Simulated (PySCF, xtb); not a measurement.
octasulfur (S8), SMILES S1SSSSSSS1.

GFN2-xTB run with xtb 6.7.1 at its own geometry gives an orbital gap of 2.37 eV and a dipole moment of 0.28 D.

The structure is a stationary point at B3LYP-D3(BJ)/def2-SVP.

### Question
What does PySCF with HF/def2-TZVP give? (An estimate is asked for; the answer gives what the named calculation found.)

### Answer
gap 10.56 eV (levels -9.27 and 1.29 eV), dipole 0.07 D.
